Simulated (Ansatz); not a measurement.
`C[Si](S)(Cl)Cl` + `O[SiH](F)CCl` → `S[Si](Cl)(Cl)Cl` + `CC[SiH](O)F`  (redistribution)

Isolated molecules relaxed with PBE0-D4/def2-TZVP in Ansatz; ΔE leaves out vibrations. CCSD(T)/CBS adds triple-zeta CCSD(T) − MP2 to the extrapolated MP2 energy (def2 sets, frozen cores). DFT in def2-TZVPP. B3LYP here is the variant with VWN-RPA as its local correlation; programs differ in this. HSE06 is defined as in plane-wave codes. One conformer a species, not always the lowest.

(1) Is it downhill or uphill in electronic energy at CCSD(T)/CBS, and by how much? (Best estimate.)

(2) What do these levels give: B3LYP-D4, HSE06-D4, ωB97X-V, PBE-QIDH, PBE, r2SCAN0, LC-ωPBE, CCSD(T)/def2-SVP, HF/def2-TZVPP, MP2/def2-TZVPP, HF/CBS(def2), CCSD/CBS(def2)? (Best estimate.)

Largest T1 diagnostic among the species: 0.011.

Results:

(1) Ansatz gave: Downhill: ΔE = -1.03 eV.

(2) The calculation gave: B3LYP-D4 -1.01, HSE06-D4 -1.03, ωB97X-V -1.02, PBE-QIDH -1.06, PBE -1.00, r2SCAN0 -1.05, LC-ωPBE -1.04, CCSD(T)/def2-SVP -1.15, HF/def2-TZVPP -1.05, MP2/def2-TZVPP -1.08, HF/CBS(def2) -1.05, CCSD/CBS(def2) -1.04 eV.

From PBE to PBE0 (25 % exact exchange), in def2-TZVPP and without D4, ΔE moves by −0.03 eV. At CCSD(T), def2-SVP lies −0.12 eV from the extrapolated value and def2-TZVPP +0.01 eV. Leaving LDA and LC-ωPBE aside and taking each functional with its dispersion term where it has one, the values, not all of them listed here, spread over 0.09 eV, from B97M-V to BLYP-D4.
